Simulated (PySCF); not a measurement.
tetrachloroaluminate (AlCl4), SMILES [Al-]([Cl])([Cl])([Cl])[Cl], charge -1. Atoms are numbered in the order given.

```xyz
5

Cl    -1.2592     1.2592    -1.2592
Al     0.0000     0.0000     0.0000
Cl     1.2592     1.2592     1.2592
Cl     1.2592    -1.2592    -1.2592
Cl    -1.2592    -1.2592     1.2592
```
Charge -1, spin multiplicity 1.

Geometry: B3LYP-D3(BJ)/def2-SVPD.

Computed with PBE/def2-SVPD (PySCF).

ESP charges are fitted to the potential on shells at 1.4 to 2.0 van der Waals radii. Atomic charges (e):

```csv
atom,ESP fit,IAO
Cl1,(withheld),-0.44
Al2,(withheld),0.78
Cl3,(withheld),-0.44
Cl4,(withheld),-0.44
Cl5,(withheld),-0.44
```

Problem. Complete the blanks. (An estimate is asked for; the answer gives what the named calculation found.)

Solution. 
- Cl1, ESP fit: -0.39
- Al2, ESP fit: 0.57
- Cl3, ESP fit: -0.39
- Cl4, ESP fit: -0.39
- Cl5, ESP fit: -0.39
